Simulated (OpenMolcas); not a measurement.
**AsF3 (arsenic trifluoride): the dipole moment, rung by rung**

AsF3: 4 atoms, total charge 0, spin state singlet. As SMILES, `F[As](F)F`. The coordinates come from a PBE0-D4/def2-TZVP relaxation.

```tsv
atom	x (Å)	y (Å)	z (Å)
F	-0.4459	0.3956	1.3626
As	-0.4620	-0.4572	-0.1256
F	1.2040	-0.8659	-0.1127
F	-0.2962	0.9276	-1.1243
```

Each level gives the dipole moment (D). The values are calculated.

```json
{"level": "HF/cc-pVDZ", "kind": "Hartree–Fock", "program": "OpenMolcas", "value (D)": "3.03", "CPU time": "5.3 s"}
{"level": "SVWN5/cc-pVDZ", "kind": "LDA", "program": "OpenMolcas", "value (D)": "2.20", "CPU time": "12 s"}
{"level": "revPBE/cc-pVDZ", "kind": "GGA", "program": "OpenMolcas", "value (D)": "2.18", "CPU time": "14 s"}
{"level": "M06-L/cc-pVDZ", "kind": "meta-GGA", "program": "OpenMolcas", "value (D)": "2.54", "CPU time": "20 s"}
{"level": "TPSS/cc-pVDZ", "kind": "meta-GGA", "program": "OpenMolcas", "value (D)": "?", "CPU time": "18 s"}
{"level": "r2SCAN/cc-pVDZ", "kind": "meta-GGA", "program": "OpenMolcas", "value (D)": "?", "CPU time": "20 s"}
{"level": "BHLYP/cc-pVDZ", "kind": "global hybrid", "program": "OpenMolcas", "value (D)": "2.76", "CPU time": "14 s"}
{"level": "M06-2X/cc-pVDZ", "kind": "hybrid meta-GGA", "program": "OpenMolcas", "value (D)": "2.55", "CPU time": "19 s"}
```

(1) Estimate the missing values from the other rows.

## Answers

(1) As computed at these levels: TPSS/cc-pVDZ: 2.22 D; r2SCAN/cc-pVDZ: 2.33 D. Measured: 2.59 D (NIST CCCBDB). Nearest: M06-2X/cc-pVDZ (-0.04 D); farthest: HF/cc-pVDZ (+0.44 D). The measured dipole is a vibrational average, so differences of a few hundredths of a debye mean little. Computed less measured by kind, in D (cc-pVDZ rows): Hartree–Fock +0.44; LDA -0.39; GGA -0.41; meta-GGA -0.37 to -0.05; global hybrid -0.04 to +0.17. All-electron rows without a relativistic Hamiltonian named are non-relativistic. CPU times are rough (shared hosts, several kinds of processor): they show what a rung costs within a factor of a few.
